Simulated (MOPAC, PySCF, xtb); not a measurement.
Pair of molecules: CH6OSi (SMILES CO[SiH3]) (first 9 atoms) with CH4 (SMILES C); geometry from B3LYP-D3(BJ)/def2-TZVP, rigid monomers moved along the line of their centres of mass till O2···H11 is 3.08 Å.
(charge 0, multiplicity 1):
```tsv
atom	x (Å)	y (Å)	z (Å)
C	-1.6050	-0.4673	0.3216
O	-0.5492	0.4651	0.1508
Si	0.9489	0.0400	-0.3829
H	-2.4791	0.0743	0.6816
H	-1.8598	-0.9563	-0.6241
H	-1.3413	-1.2340	1.0566
H	1.5554	-0.9886	0.5000
H	1.7615	1.2719	-0.3719
H	0.8809	-0.5210	-1.7568
C	0.0481	0.0452	4.0286
H	-0.1736	0.7164	3.2008
H	-0.8775	-0.3901	4.4040
H	0.7077	-0.7495	3.6818
H	0.5378	0.5974	4.8298
```

Counterpoise-corrected where a basis set is named; no monomer relaxation. Rows marked so take none.

Rows in 6-31G* carry no dispersion term and start afresh at each structure (6-31G* with six Cartesian d functions). The state that AM1 reach isn't checked.

Programs: MOPAC for AM1 (differences of heats of formation); PySCF for 6-31G* rows; xtb for the GFN methods. Each number belongs to the level named beside it.

One of these levels gives 0.4 kJ/mol for the interaction energy. Which one is it?
A) GFN-FF
B) AM1
C) HF/6-31G* (no counterpoise)

B, AM1. The others give -3.6 (GFN-FF), -1.0 (HF/6-31G* (no counterpoise))
